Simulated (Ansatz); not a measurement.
Species: sum formula SiPH₄, net charge 0, doublet state. It need not be the lowest isomer of its formula. 
Geometry from a B3LYP-D3(BJ)/def2-TZVP (Ansatz, a quantum-chemistry and plane-wave program) optimisation:
```
Si
H 1 1.4808
H 1 1.4839 2 108.99
H 1 1.4839 2 108.99 3 -118.40
P 1 2.2606 2 109.00 3 120.80
H 5 1.4248 1 91.77 2 180.00
```
Charge 0, spin multiplicity 2.

Dipole moments at this geometry, in debye (magnitudes).

| level | program | dipole (D) |
|---|---|---|
| BLYP/def2-TZVPD | Ansatz | 0.54 |
| r2SCAN0/def2-TZVPD | Ansatz | 0.63 |
| CAM-B3LYP/def2-TZVPD | Ansatz | 0.61 |
| wB97M-V/def2-TZVPD | Ansatz | 0.53 |
| wB97X-V/def2-TZVPD | Ansatz | 0.66 |
| CCSD(T)/aug-cc-pV(D+d)Z | Ansatz | 0.54 |
